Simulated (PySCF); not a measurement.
**Computed spin Hamiltonian**

C3H9OSi (doublet state).
Geometry (GFN2-xTB, Å), atoms numbered from 1 in this order:
```
atom  x, y, z in Å
C1     1.911   -0.584    0.703
O2     1.443   -0.040   -0.503
Si3   -0.075    0.376   -0.941
C4    -0.796    1.749    0.173
C5    -1.262   -1.120   -0.938
H6     1.442   -1.550    0.903
H7     1.708    0.090    1.539
H8     2.989   -0.722    0.609
H9    -1.772    2.069   -0.176
H10   -0.914    1.393    1.197
H11   -0.151    2.623    0.201
H12   -1.386   -1.510    0.073
H13   -0.892   -1.930   -1.560
H14   -2.246   -0.844   -1.304
```

The hyperfine couplings belong to this conformer and change with its torsions.

Identity: `CO[Si](C)C` [radical].

Theory: UKS B3LYP, pcH-1 on C H O Si, non-relativistic, mean-field spin-orbit, GIAO in PySCF. The structure is a single GFN2-xTB conformer in the gas phase; no vibrational or solvent corrections. The geometry wasn't refined by DFT: couplings that depend on bond lengths, twists or pyramidal angles can differ widely from those at the functional's own minimum, by a factor of two or more for some ions and for spin on atoms past the first row. Stability of the SCF solution: not tested.

| Quantity | Value |
| --- | --- |
| g1, g2, g3 | 2.00150, 2.00209, 2.00373 |
| g_iso | 2.00244 |
| Form of g | rhombic: the two nearest values differ by 27 % of g3 − g1 |
| ⟨S²⟩ | 0.7511 (exact 0.7500) |
| HOMO–LUMO gap, α and β orbitals | 5.90, 5.57 eV |
| Total energy | -484.48319 Eh |
| Basis functions | 225 |

Hyperfine couplings atom by atom, in MHz; T1 to T3 are the principal values of the dipolar part:

```csv
atom,isotope,a_iso,of which spin–orbit,T1,T2,T3,Mulliken spin population
C1,13C,29.0,0.0,-3.0,-2.9,5.9,0.02
O2,17O,-92.7,0.0,-7.6,3.0,4.6,0.00
Si3,29Si,-664.9,1.0,-155.3,77.6,77.8,0.90
C4,13C,56.3,0.0,-6.2,-5.7,12.0,0.02
C5,13C,56.3,0.0,-6.2,-5.8,12.0,0.02
H6,1H,-1.7,0.0,-2.4,-0.9,3.3,0.00
H7,1H,-1.7,0.0,-2.4,-0.9,3.2,0.00
H8,1H,-1.7,0.0,-2.1,-1.2,3.4,0.00
H9,1H,-3.5,0.0,-5.0,-2.4,7.4,0.00
H10,1H,51.0,0.0,-4.6,-0.1,4.7,0.02
H11,1H,0.2,0.0,-5.2,-2.7,7.9,0.00
H12,1H,51.0,0.0,-4.6,-0.1,4.7,0.02
H13,1H,0.2,0.0,-5.2,-2.7,7.9,0.00
H14,1H,-3.5,0.0,-5.0,-2.4,7.4,0.00
```

The largest Mulliken spin population is on Si3 (+0.90). The angles at Si3 add up to 333.5°, so it is pyramidal.

Axes: g3 points within 8° of the O2–Si3 bond.

Under fast tumbling the dipolar parts average out, and these isotropic splittings remain: 6 × 1H (H9 (×6), I = 1/2, 7 lines) with 0.57 mT and 3 × 1H (H6/H7/H8, I = 1/2, 4 lines) with 0.06 mT.

Nuclei that the bonding pattern makes equivalent are averaged, as if the motion that swaps them (rotation, inversion, ring flip) were fast. The six 1H nuclei of mean +15.9 MHz run from -3.5 to 51.0 MHz in the frozen geometry.

The 17O coupling of O2 (-92.7 MHz) shows only in satellite lines or after enrichment, since that isotope makes up about 0.038 % of natural oxygen.

The 29Si coupling of Si3 (-664.9 MHz) shows only in satellite lines or after enrichment, since that isotope makes up about 4.7 % of natural silicon.
